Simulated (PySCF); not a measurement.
Work out the structure from these simulated measurements.

Elements present: B, C, F and H. Monoisotopic mass: 108.0358 u.

- UV, first state: lowest singlet excitation: 5.43 eV (228 nm, f = 0.315) [TDDFT PBE0/def2-SVPD]
- Valence photoelectron: vertical ionisation energy: 10.16 eV [ΔSCF PBE0/def2-SVPD]
- 13C NMR: chemical shifts (computed TMS as zero) by class: 173.5 (1 C), 144.0 (1 C), 8.4 (1 C) ppm [GIAO PBE0/pcSseg-1]
- 1H NMR: chemical shifts (computed TMS as zero) by class: 6.77 (1 H), 1.18 (3 H) ppm [GIAO PBE0/pcSseg-1]
- Rotational structure: rotational constants A, B, C: 4.769, 1.698, 1.262 GHz [PBE0-D3(BJ)/def2-SVP]
- Polarisability: 56.8 au [PBE0/def2-SVPD]
- Dipole: 0.87 D [PBE0/def2-SVPD]
- Couplings: largest of the computed one-bond spin–spin couplings (means over like bonds): 19F–13C -403.9, 19F–13C -385.3, 19F–13C -312.4, 11B–1H +135.2, 13C–1H +126.2 (×3), 13C–13C +112.7, 13C–11B +77.8, 13C–11B +54.6 Hz [B3LYP/pcJ-1, spin–dipole term left out for some pairs]
- Triplet: lowest triplet excitation (Tamm–Dancoff): 3.32 eV [TDA PBE0/def2-SVPD]

The electronic properties come from PySCF, for the isolated species, density fitting. Levels stand in brackets. One conformer (not necessarily the lowest) at the PBE0-D3(BJ)/def2-SVP geometry, without solvent, vibrations or thermal averaging. Each NMR value is the plain mean over a class of atoms that symmetry, rotation or inversion makes alike.

Q: Which formula fits the mass and the elements?

A: C3H4BF3 (calculated 108.0358). No other formula that holds each of these elements comes within 0.0003 u with a fitting electron parity and a possible valence count.

Q: Give a SMILES that accounts for the data.

A: Numbering: `[CH3:1][BH:2][C:3]([F:4])=[C:5]([F:6])[F:7]`. 3 carbons fall into 3 classes; from least to most shielded: =CF2 carbon [C5] (173.5 ppm), vinylic C–F carbon [C3] (144.0 ppm), sp3 carbon bound to boron [C1] (8.4 ppm). Hydrogen classes from least to most shielded: 1 H on a three-coordinate boron, B2 (6.77 ppm), 3 H on an sp3 carbon bound to boron, C1 (1.18 ppm, a mean of values up to 0.8 ppm apart in this geometry). The couplings run between: -403.9 Hz, vinyl fluorine [F6] and =CF2 carbon [C5]; -385.3 Hz, vinyl fluorine [F7] and =CF2 carbon [C5]; -312.4 Hz, vinyl fluorine [F4] and vinylic C–F carbon [C3]; +135.2 Hz, three-coordinate boron [B2] and its hydrogen; +126.2 Hz, sp3 carbon bound to boron [C1] and its hydrogen (with 2 like pairs); +112.7 Hz, vinylic C–F carbon [C3] and =CF2 carbon [C5]; +77.8 Hz, vinylic C–F carbon [C3] and three-coordinate boron [B2]; +54.6 Hz, sp3 carbon bound to boron [C1] and three-coordinate boron [B2]. S1 is mainly HOMO→LUMO (weight 0.97); the largest Löwdin shares of the orbital it empties are 0.32 on the vinylic C–F carbon, 0.24 on the =CF2 carbon, 0.17 on a vinyl fluorine and 0.10 on a vinyl fluorine, of the orbital it fills 0.33 on the three-coordinate boron, 0.22 on the =CF2 carbon, 0.15 on the vinylic C–F carbon and 0.08 on the sp3 carbon bound to boron. By its constants the optimised geometry is an asymmetric top. Structure: `CBC(F)=C(F)F`. The assignments are read from this structure; whether some other isomer fits the data as well wasn't checked.

The values belong to the conformer `[CH3:1][BH:2][C:3]([F:4])=[C:5]([F:6])[F:7]`: C1–B2–C3–F4 1°.
